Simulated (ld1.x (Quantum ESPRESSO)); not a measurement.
## niobium, TM semilocal: configuration errors across variants

niobium (Nb), norm-conserving Troullier–Martins (semilocal form), made with ld1.x (Quantum ESPRESSO) 7.5 (BLYP, scalar-relativistic). Core [Kr], reference 4d4 5s0.75 5p0 (charge +0.25). Waves: 5s (bound): rc 2.50 bohr; 4d (bound): rc 1.70 bohr; 5p (bound, empty): rc 4.20 bohr. Local part: the p channel. Core correction: a·sin(br)/r model core inside 1.30 bohr.

All-electron excitation energies from the reference (eV): (1) 4d4 5s1 5p0 -1.146; (2) 4d4 5s0 5p0 5.523; (3) 4d3 5s0 5p0 19.513; (4) 4d4.5 5s0.5 5p0 -0.553; (5) 4d3 5s2 5p0 -1.725; (6) 4d4 5s0.5 5p0 1.485; (7) 4d1 5s0 5p0 80.969.

A semilocal file is local in each channel, so a ghost entry of none says nothing of the separable form that plane-wave codes build from it.

Errors AE − PS in meV (a dash: test not solved or not reliable):

```csv
change,(1),(2),(3),(4),(5),(6),(7),bound ghosts
base,-0.3,-6.9,-63,-6.2,-66,-0.9,-1475,none
wave 4d (bound): rc 1.70 bohr becomes 4d (bound): rc 1.12 bohr,-0.3,-7.0,-60,-6.6,-65,-0.9,-1479,none
wave 4d (bound): rc 1.70 bohr becomes 4d (bound): rc 1.32 bohr,-0.3,-7.0,-62,-6.4,-66,-0.9,-1479,none
wave 4d (bound): rc 1.70 bohr becomes 4d (bound): rc 1.48 bohr,-0.3,-7.0,-62,-6.3,-66,-0.9,-1478,none
wave 4d (bound): rc 1.70 bohr becomes 4d (bound): rc 1.74 bohr,-0.3,-6.9,-63,-6.2,-66,-0.9,-1474,none
wave 4d (bound): rc 1.70 bohr becomes 4d (bound): rc 1.98 bohr,-0.2,-6.8,-64,-6.3,-66,-0.9,-1463,none
wave 4d (bound): rc 1.70 bohr becomes 4d (bound): rc 2.12 bohr,-0.2,-6.7,-65,-6.3,-65,-0.9,-1445,none
wave 4d (bound): rc 1.70 bohr becomes 4d (bound): rc 2.60 bohr,-0.1,-5.9,-73,-6.5,-57,-0.8,-1283,none
```

Give the same row for: wave 4d (bound): rc 1.70 bohr becomes 4d (bound): rc 2.32 bohr.

-0.2, -6.5, -67, -6.4, -63, -0.9, -1411; bound ghosts: none.
